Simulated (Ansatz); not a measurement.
Consider the formal loss of a carbene: `B[Se]C` → `[CH2]` (triplet) + `B[SeH]`.

Isolated molecules relaxed with PBE0-D4/def2-TZVP in Ansatz; ΔE leaves out vibrations. CCSD(T)/CBS adds triple-zeta CCSD(T) − MP2 to the extrapolated MP2 energy (def2 sets, frozen cores). This one scheme is used for every species. Triplets are unrestricted, without spin–orbit coupling. For Se outer-core shells are correlated without core-valence functions, which leaves a few kJ/mol of doubt a bond. Scalar relativity is left out up to krypton.

`B[Se]C`:

```xyz
8

B     0.336   -0.774   -1.441
Se    0.941   -0.721    0.342
C    -0.245    0.598    1.154
H    -0.573   -0.086   -1.794
H     0.909   -1.522   -2.170
H    -0.934    0.965    0.397
H     0.357    1.416    1.545
H    -0.792    0.124    1.967
```

`[CH2]` (triplet):

Z-matrix (Å, degrees):
```
C
H 1 1.079
H 1 1.079 2 134.9
```

`B[SeH]`:

Z-matrix (Å, degrees):
```
B
Se 1 1.899
H 1 1.189 2 121.0
H 1 1.191 2 115.7 3 180.0
H 2 1.470 1 97.7 3 0.0
```

```csv
species,CCSD(T)/CBS(def2) energy (Eh)
`B[Se]C`,-2466.56684
`[CH2]` (triplet),-39.09499
`B[SeH]`,-2427.30556
```

Q: Work out ΔE.

A: ΔE = (-39.09499) + (-2427.30556) − (-2466.56684) = 0.16629 Eh = +104.3 kcal/mol.

Largest T1 diagnostic among the species: 0.013.

From BLYP to BHLYP (50 % exact exchange), in def2-TZVPP and without D4, ΔE moves by −2.6 kcal/mol. At CCSD(T), def2-SVP lies −7.7 kcal/mol from the extrapolated value and def2-TZVPP −2.6 kcal/mol. Leaving LDA and LC-ωPBE aside and taking each functional with its dispersion term where it has one, the values, not all of them listed here, spread over 8.7 kcal/mol, from r2SCAN0-D4 to ωB97X-V. LDA lies +16.0 kcal/mol from PBE without D4.
